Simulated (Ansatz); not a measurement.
H₃B, charge +1, doublet, at a GFN2-xTB geometry (a state made from the parent by changing its charge; the spin is typed, not shown lowest); Ansatz (an electronic-structure program) with WB97X/def2-SVP.

Input for Ansatz:
Ansatz 0.2 input:
```yaml
crystal:
  periodic: [false, false, false]
  atoms:
    - {symbol: B, position_ang: [0.03835502, 0.03398175, -0.03634696]}
    - {symbol: H, position_ang: [-1.14157844, -0.19839382, -0.05654116]}
    - {symbol: H, position_ang: [0.19951765, -0.63625243, 0.94928073]}
    - {symbol: H, position_ang: [0.75028569, 0.66473750, -0.71100478]}
basis:
  gaussian:
    orbitals: def2-SVP
hamiltonian:
  xc: {name: wB97X}
total_charge: 1
magnetization: {spin_polarized: true, initial_magnetization: 1}
```

Predict the main parts of the log of this Ansatz run.


```
Functional definition: wB97X
328 factors; their error is unknown
106 factors; integrals over basis functions are off by at most 5.0e-6 eV
mean field evaluation 1: about -710.4815 eV, gradient 5.9e0 eV
mean field evaluation 2: about -710.7310 eV, gradient 1.1e0 eV
mean field evaluation 4: about -710.7413 eV, gradient 5.1e-2 eV
mean field evaluation 8: about -710.7339 eV, gradient 3.8e-4 eV
mean field -710.73393237 eV, -26.1189902617 hartree, gradient 2.8e-5 eV, S^2 0.753948; 0 other end points of the search recorded, 0 dependent functions left out
reference -710.73391421 eV, -26.1189895946 hartree; 4, 3 occupied and 25, 26 virtual orbitals, 328 factors
Total energy: -710.73391421 eV, -26.1189895946 hartree
```
